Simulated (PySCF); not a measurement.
## Spinor energies of Cu¹¹⁺ (copper, charge +11)

Start: [Ar]. Calculated with PySCF 2.14 in an even-tempered Gaussian basis (20 s from 0.76 bohr⁻², ratio 2.4; 14 p from 0.98 bohr⁻², ratio 2.4; 5 d from 6.3 bohr⁻², ratio 2.6; 4 f from 9.5 bohr⁻², ratio 2.6): generalised Hartree-Fock with the X2C-1e Hamiltonian and a Gaussian nucleus; one run each with spin-orbit coupling (SO) switched off, then screened by Boettger's factors.

```
spinor shell  electrons  ε, spin-free (eV)  ε, screened SO (eV)  weight of nominal j (screened SO)  rms radius, screened SO (bohr)
       1s1/2          2            -9371.4              -9371.3                              1.000                          0.0602
       2s1/2          2            -1464.1              -1464.1                              1.000                           0.253
       2p1/2          2            -1304.2              -1318.3                              1.000                           0.224
       3s1/2          2            -422.59              -422.58                              1.000                           0.679
       3p1/2          2            -368.12              -370.63                              1.000                           0.683
       3p3/2          4            -368.12              -366.90                              1.000                           0.689
```

**Question.** Where does 2p3/2 lie, and what is the 2p spin-orbit splitting (screened SO)?

**Answer.** At -1297.3 eV, 21.043 eV above 2p1/2.

```
   quantity    spin-free  screened SO
E (hartree)  -1605.71618  -1605.75976
        M_J            0            0
       ⟨J²⟩        0.000        0.000
       ⟨L²⟩        0.000        0.001
       ⟨S²⟩        0.000        0.001
```

Without spin-orbit coupling the j labels of p, d and f shells carry no meaning; the spin-free column gives the mean over the occupied spinors of each nl shell.
